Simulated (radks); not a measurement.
Results of a calculation; reference values are marked as such.
Mean orbital radii <r> (bohr) of neutral zinc, [Ar] 3d10 4s2, at several levels of relativity; Dirac values are averaged over j with weights 2j + 1. Spin-unpolarised spherical Kohn-Sham, PBE, point nucleus unless stated (finite: rms radius 3.9283 fm), a radial shooting solver on a logarithmic mesh with Libxc functionals. A level marked "c x" has the speed of light scaled by that factor.

shell,non-rel.,"scalar-rel., finite nucleus","Dirac, finite nucleus","Dirac, c x 1.25","change of magnitude, last against first (%)"
1s,0.05111,0.05031,0.05031,0.05060,-1.00
2s,0.2298,0.2262,0.2260,0.2273,-1.06
2p,0.1997,0.1983,0.1982,0.1987,-0.48
3s,0.6916,0.6810,0.6809,0.6848,-0.99
3p,0.7180,0.7133,0.7132,0.7149,-0.43
3d,0.9051,0.9115,0.9116,0.9093,+0.46
4s,2.702,2.655,2.655,2.672,-1.12
4p (empty),4.333,4.342,4.342,4.339,+0.13
